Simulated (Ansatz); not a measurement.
Consider the atomization: `FCS[SiH2]Cl` → C• + Cl• + F• + 4 H• + S• + Si•.

Program: Ansatz. Geometries: PBE0-D4/def2-TZVP. ΔE: electronic, gas phase. CBS: MP2 limit from def2 TZ/QZ plus the TZ coupled-cluster correction, frozen cores. This one scheme is used for every species, atoms too. Functionals use def2-TZVPP. B3LYP here is the variant with VWN-RPA as its local correlation; programs differ in this. No spin–orbit coupling; open shells (•) take unrestricted orbitals. Spin–orbit coupling would lower the free atoms: a little for C, Cl, F, S, Si. Each species was taken in one conformer, which may not be the lowest.

`FCS[SiH2]Cl`:

```xyz
9

F     0.918   -0.430    1.876
C     1.253   -0.670    0.569
S    -0.142   -1.293   -0.397
Si   -1.295    0.483   -0.566
Cl   -0.232    1.969   -1.509
H     2.015   -1.451    0.538
H     1.636    0.254    0.132
H    -2.465    0.114   -1.392
H    -1.690    1.024    0.751
```

| level | ΔE (kcal/mol) |
| --- | --- |
| PBE0-D4 | 721.7 |
| B3LYP-D4 | 716.5 |
| PBE | 728.9 |
| CCSD(T)/def2-TZVPP | 699.0 |
| HF/def2-QZVPP | 521.8 |
| SCS-MP2/def2-QZVPP | 722.6 |
| HF/CBS(def2) | 522.0 |
| CCSD/CBS(def2) | 709.6 |

What does CCSD(T)/CBS give? (Best estimate.)

The calculation gave: +722.1 kcal/mol. The listed levels differ from it by -0.4, -5.6, 6.8, -23.1, -200.3, 0.5, -200.1, -12.5 kcal/mol.

Largest T1 diagnostic among the species: 0.012.

In def2-TZVPP, CCSD(T) changes the Hartree–Fock value by +178.3 kcal/mol (the triples alone add +12.4 kcal/mol) and MP2 by +193.7 kcal/mol; breaking electron pairs costs correlation energy, which Hartree–Fock lacks. The D4 term adds +9.3 kcal/mol with B3LYP and +4.9 kcal/mol with PBE0; it sums over pairs of atoms, weighted by their polarisabilities, and B3LYP, whose exchange is more repulsive, gets the larger term. From PBE to PBE0 (25 % exact exchange), in def2-TZVPP and without D4, ΔE moves by −12.1 kcal/mol: exact exchange takes away binding that semilocal exchange gives to molecules.

For atomizations the MP2-based limit and the directly extrapolated one differ by several kJ/mol either way, and by 10 to 25 for some Ge, Se and Sn compounds, so smaller differences from it don't rank the levels.
